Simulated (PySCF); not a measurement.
C3H8MgO, SMILES C[CH]([Mg][OH])C. Atoms are numbered in the order given.

```xyz
13

Mg     1.0715    -0.1056     0.0000
C     -1.0299    -0.3894     0.0000
C     -1.7080     0.1644     1.2604
C     -1.7080     0.1644    -1.2604
H     -1.1823    -1.4888     0.0000
H     -2.8005    -0.0305     1.2558
H     -1.5927     1.2602     1.3477
H     -1.3104    -0.2764     2.1909
H     -1.3104    -0.2764    -2.1909
H     -2.8005    -0.0305    -1.2558
H     -1.5927     1.2602    -1.3477
O      2.8293     0.1191     0.0000
H      3.7719     0.2609     0.0000
```
Charge 0, spin multiplicity 1.

Geometry: r2SCAN-D4/def2-SVP. Other conformers were not sampled.

Vertical ionisation energy (IE) and electron affinity (EA) in eV. Rows of orbital energies are one-electron estimates. Where ΔSCF, EOM or ADC give a negative EA the extra electron is unbound and the value depends on the basis.

```csv
level,IE,EA
"−ε(HOMO), −ε(LUMO), HF/def2-TZVP (PySCF)",___,___
"−ε(HOMO), −ε(LUMO), PBE/def2-TZVP (PySCF)",5.26,1.48
```

Fill in the missing entries. (The exact figures need the calculation; the answer reports its results.)


- −ε(HOMO), −ε(LUMO), HF/def2-TZVP (PySCF), IE: 8.95
- −ε(HOMO), −ε(LUMO), HF/def2-TZVP (PySCF), EA: -1.32
